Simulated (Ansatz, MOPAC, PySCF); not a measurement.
Potential energy curve for SMILES B (H3B). The B1–H4 bond (B1 also carries H, H; H4 carries nothing else) is pulled apart rigidly from the PBE0/def2-TZVP optimised geometry.

Computed with: RKS-PBE = restricted PBE/def2-SVP in Ansatz (a quantum-chemistry and plane-wave program); UMP2/6-31G* = unrestricted MP2 (frozen core)/6-31G*, spherical d (PySCF); UCCSD = CCSD on UHF/def2-SVP, frozen core in Ansatz; PM7, restricted, heats of formation (MOPAC).

Energies are in kJ/mol, each relative to the lowest point of its own curve near equilibrium.

```tsv
R / Å	RKS-PBE	UMP2/6-31G*	UCCSD	PM7
0.89	207.1	195.8	204.3	122.3
0.97	100.4	90.3	96.9	56.5
1.00	73.0	63.8	69.5	39.3
1.08	24.8	18.7	22.1	9.7
1.12	11.4	7.2	9.3	2.7
1.16	3.5	1.3	2.2	0.0
1.19	0.6	0.0	0.0	0.5
1.22	0.0	1.0	0.1	3.0
1.25	1.3	3.8	2.1	7.3
1.31	8.6	14.4	11.1	20.4
1.39	25.7	35.8	30.6	45.6
1.49	54.9	70.0	62.7	85.8
1.59	88.8	108.8	99.3	132.3
1.77	154.2	182.1	168.4	222.3
1.95	218.2	269.9	234.4	311.5
2.14	280.2	340.6	296.2	397.9
2.39	350.7	386.2	360.7	494.5
2.63	406.3	406.5	403.4	568.3
2.93	460.9	417.8	432.6	637.6
3.17	494.5	421.9	442.4	678.6
3.62	539.0	425.0	448.0	731.5
4.18	571.5	426.1	449.3	771.4
```

At the longest distance, 4.18 Å, PM7 lies highest above its minimum (771.4 kJ/mol) and UMP2/6-31G* lowest (426.1 kJ/mol).

The restricted form behind RKS-PBE, PM7 keeps the bonding electrons paired and can't separate into open-shell fragments. The unrestricted determinant behind UMP2/6-31G*, UCCSD is spin-contaminated at 1.95 to 4.18 Å (<S²> up to 1.0, against 0.00 for a pure singlet).
